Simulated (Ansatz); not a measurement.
Ansatz results at the PBE0-D4/def2-TZVP geometry: HOMO–LUMO gap (PBE0/def2-TZVPP) 4.17 eV; LUMO energy (ωB97M-V/def2-TZVPP) -0.44 eV; HOMO energy (PBE0/def2-TZVPP) -6.20 eV.

Each molecule was computed in one conformer, which needn't be the lowest.

Which molecule gave them?
A. `C[C@@H]1O[C@H]1C`
B. `N[SiH]1[SiH2][S][Zn]1`
C. `B[CH2][GeH2][Cl]`
D. `BC(=O)C=S`

B. The others give `BC(=O)C=S`: 3.81, -1.40, -7.40; `B[CH2][GeH2][Cl]`: 6.73, -0.01, -8.63; `C[C@@H]1O[C@H]1C`: 9.24, 2.92, -7.68.
